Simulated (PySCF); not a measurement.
Al(AsH2)(OH)2 (AlAsH₄O₂), SMILES [OH][Al]([OH])[AsH2].

The structure is a stationary point at PBE0-D3(BJ)/def2-SVP. The structure was generated by enumeration; whether it is a known compound was not checked. The values are those of a single conformer.

Level of theory: PBE0-D3(BJ)/def2-SVP (PySCF).

Frequencies are harmonic and unscaled.

| mode | ν (cm⁻¹) | IR (km/mol) | moving atoms (share of kinetic energy) |
|---|---|---|---|
| 1 | 78 | 1.2 | H 88 %, O 8 % |
| 2 | 132 | 0.2 | O 57 %, Al 20 %, H 15 % |
| 3 | 197 | 13.3 | O 55 %, As 23 %, H 14 % |
| 4 | 211 | 7.1 | Al 50 %, O 24 %, H 22 % |
| 5 | 257 | 0.1 | H 93 % |
| 6 | 343 | 311.4 | H 78 %, O 18 % |
| 7 | 350 | 30.0 | Al 47 %, H 18 %, O 18 %, As 18 % |
| 8 | 456 | 341.2 | H 88 %, O 12 % |
| 9 | 520 | 1.8 | H 87 % |
| 10 | 552 | 2.0 | H 62 %, O 37 % |
| 11 | 586 | 0.1 | H 96 % |
| 12 | 820 | 174.0 | O 52 %, Al 33 %, H 15 % |
| 13 | 936 | 108.9 | Al 49 %, O 46 % |
| 14 | 991 | 19.1 | H 99 % |
| 15 | 2213 | 60.1 | H 99 % |
| 16 | 2228 | 77.5 | H 99 % |
| 17 | 3993 | 36.3 | H 94 % |
| 18 | 3996 | 150.0 | H 94 % |
